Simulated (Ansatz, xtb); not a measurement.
# Two isomers of C2H4FZn

Structure X: `[CH2][CH2][Zn][F]`, a doublet. Structure Y: the doublet with the links of `FC[CH2][Zn]`. Both are isolated molecules in the gas phase, relaxed with PBE0-D3(BJ)/pcseg-1; the shapes shown needn't be the lowest conformers.

X (Å):

```xyz
8

C     0.9575   -0.2940    2.5949
C    -0.4633   -0.3183    2.2637
F    -0.9181   -3.0720   -0.2209
Zn   -0.7751   -1.7549    0.9512
H     1.6671    0.2594    1.9819
H     1.3642   -0.9424    3.3693
H    -1.1094   -0.5468    3.1207
H    -0.8189    0.6055    1.7903
```

Y (Å):

```
atom    x (Å)    y (Å)   z (Å)
   C   0.6940  -0.7102  2.3954
   C  -0.7237  -0.8417  1.9351
   F   1.5320  -0.4218  1.2993
  Zn  -0.6807  -1.6379  0.0331
   H   1.0682  -1.6424  2.8371
   H   0.8556   0.1070  3.1129
   H  -1.3165  -1.5027  2.5787
   H  -1.2362   0.1245  1.8408
```

Energies in hartree; the thermal terms are from PBE0-D3(BJ)/pcseg-1 harmonic frequencies (ideal gas, rigid rotor, one conformer each, 298.15 K, 1 atm) and include the zero-point energy:

|  | X | Y |
| --- | --- | --- |
| E, CCSD(T)/def2-SVP | −1955.743544 | −1955.723961 |
| E, MP2/def2-SVP | −1955.718234 | −1955.695822 |
| E, MP2/def2-TZVPP | −1956.772332 | −1956.747909 |
| zero-point energy | 0.052414 | 0.056685 |
| H(298 K) − E | 0.059392 | 0.062835 |
| G(298 K) − E | 0.021782 | 0.026188 |

Task: Correct the CCSD(T) difference for the basis set by the MP2 change, then work out ΔE, ΔE₀, ΔH and ΔG for X → Y in kJ/mol (1 Eh = 2625.50 kJ/mol) and the equilibrium ratio [Y]/[X].

Result: 1. Differences Y − X: CCSD(T) +0.019583, MP2 in the small set +0.022412, MP2 in the large set +0.024423 Eh.
2. ΔE = +0.019583 + (+0.024423 − (+0.022412)) = +0.021594 Eh = +56.70 kJ/mol.
3. ΔE₀ = ΔE + ΔZPE = +0.021594 + (+0.004271) Eh = +67.91 kJ/mol.
4. ΔH = ΔE + (+0.003443) Eh = +65.73 kJ/mol.
5. ΔG = ΔE + (+0.004406) Eh = +68.26 kJ/mol, so ΔS = (ΔH − ΔG)/T = −8.5 J/(mol K).
6. kT = 0.9442 mEh, so K = [Y]/[X] = exp(−ΔG/kT) = exp(−27.54) ≈ 1.1 × 10^−12.

Structure X is favoured at this temperature. An error of 4 kJ/mol in ΔG would change K by a factor of 5. Mirror images and further conformers aren't counted.

As drawn, Y has 1 C–F in place of 1 F–Zn.

Other levels gave ΔE = +55.8 (PBE0-D3(BJ)/pcseg-1); +55.0 (HF/def2-SVP); +58.8 (MP2/def2-SVP); +51.4 (CCSD(T)/def2-SVP) kJ/mol. Open shells are spin-unrestricted. The correlated steps freeze 8 core orbitals; the last core shell of Zn is correlated, in a basis made for valence electrons. Programs: Ansatz 0.2.0.
